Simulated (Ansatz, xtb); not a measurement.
## Two isomers of C3H6ClNSi

Structure X is `C[Si](C)(Cl)C#N`, a singlet and structure Y is `C[Si@@H](Cl)CC#N`, a singlet. Both are isolated molecules in the gas phase, relaxed with B3LYP/def2-SVP; each stands in its lowest conformer found.

**Question.** Estimate which is lower in electronic energy at CCSD(T)/def2-SVP + ΔMP2/def2-TZVPP, and by roughly how much.

**Answer.** The CCSD(T)/def2-SVP + ΔMP2/def2-TZVPP calculation puts structure X lower, by 0.580 eV.

The same difference at several levels:

```json
{"level": "GFN2-xTB", "geometry": "GFN2-xTB", "E(Y) − E(X) (eV)": "−0.540", "departure from the last row (eV)": "−1.120", "job, with rough time for the two": "optimisation, 0.16 s"}
{"level": "HF/STO-3G", "geometry": "GFN2-xTB", "E(Y) − E(X) (eV)": "+0.721", "departure from the last row (eV)": "+0.141", "job, with rough time for the two": "single point, 0.44 s"}
{"level": "r2SCAN-D4/def2-SVP", "geometry": "GFN2-xTB", "E(Y) − E(X) (eV)": "+0.482", "departure from the last row (eV)": "−0.099", "job, with rough time for the two": "single point, 5.8 s"}
{"level": "B3LYP/def2-SVP", "geometry": "B3LYP/def2-SVP", "E(Y) − E(X) (eV)": "+0.466", "departure from the last row (eV)": "−0.114", "job, with rough time for the two": "optimisation, 44 s"}
{"level": "HF/def2-SVP", "geometry": "B3LYP/def2-SVP", "E(Y) − E(X) (eV)": "+0.487", "departure from the last row (eV)": "−0.093", "job, with rough time for the two": "part of the CCSD(T) run"}
{"level": "MP2/def2-SVP", "geometry": "B3LYP/def2-SVP", "E(Y) − E(X) (eV)": "+0.538", "departure from the last row (eV)": "−0.042", "job, with rough time for the two": "part of the CCSD(T) run"}
{"level": "CCSD(T)/def2-SVP", "geometry": "B3LYP/def2-SVP", "E(Y) − E(X) (eV)": "+0.510", "departure from the last row (eV)": "−0.070", "job, with rough time for the two": "single point"}
{"level": "CCSD(T)/def2-SVP + ΔMP2/def2-TZVPP", "geometry": "B3LYP/def2-SVP", "E(Y) − E(X) (eV)": "+0.580", "departure from the last row (eV)": "", "job, with rough time for the two": "single point, 63 s"}
```

As drawn, Y has 1 C–C, 1 Si–H in place of 1 C–Si, 1 C–H.

GFN2-xTB puts the two in the other order. The largest departure from CCSD(T)/def2-SVP + ΔMP2/def2-TZVPP is that of GFN2-xTB, 1.120 eV. The last row adds to CCSD(T) the change of the MP2 difference between the two basis sets, here +0.070 eV.

With thermal terms from frequencies at re-optimised GFN2-xTB minima (ideal gas, soft modes damped towards free rotors, one conformer each, 298.15 K, 1 atm): the zero-point term adds −0.047 eV; ΔH is +0.515 and ΔG +0.556 eV.

The correlated steps freeze 14 core orbitals. Mirror images aren't counted in ΔG. Programs: Ansatz 0.2.0, xtb 6.7.1; the last row on 2 threads of Arm Neoverse V2 on a shared host.
